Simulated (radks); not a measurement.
Values are calculated unless marked as measured or tabulated.
All-electron atom: the strontium ion Sr33+ in [He] 2s2 2p1.

Code: a radial shooting solver on a logarithmic mesh with Libxc functionals. Model: scalar-relativistic Kohn-Sham, PBE, spin-polarised, spherical densities, finite nucleus; open shells are filled with parallel spins first (spin-orbit coupling, left out, can overturn this in heavy ions); Fermi nuclear charge, rms radius 4.224 fm.

Energy parts (eV):
part                       energy
total                  -52675.570
kinetic                 54582.470
electron-nucleus      -109641.154
Hartree                  3366.742
exchange-correlation     -983.628

Orbitals (lengths in bohr, moments of r in powers of bohr; r(max) is where P^2 peaks; r(90%) holds 90 % of the orbital's charge):
orbital  occ.  eigenvalue (eV)  r(90%)   r(max)
1s up       1        -18487.90  0.0697  0.02550
1s down     1        -18477.71  0.0697  0.02549
2s up       1        -4264.657   0.247   0.1393
2s down     1        -4246.014   0.248   0.1395
2p up       1        -4106.782   0.223   0.1097
2p down     0        -4084.577   0.223   0.1099

The highest occupied level is 2p up at -4106.8 eV. The density falls to 0.001 e/bohr^3 at r = 0.54 bohr. The electron density at the nucleus is 6.208e+04 e/bohr^3 (large components only). Spin moment in Bohr magnetons: 1. For comparison, the ionisation energy in NIST's Atomic Spectra Database is 4232 eV (semi-empirical). In exact Kohn-Sham theory the highest level is minus the ionisation energy, but local and semilocal functionals leave it too shallow, through self-interaction and a potential that decays too fast; potentials with the right tail come closer. Summed over all electrons, <r^2> = 0.08837 bohr^2, which gives a Langevin (diamagnetic) susceptibility term of -0.07 x 10^-6 cm^3/mol. The spin density at the nucleus is -3.72 e/bohr^3 (1s -23.81, 2s 20.08).
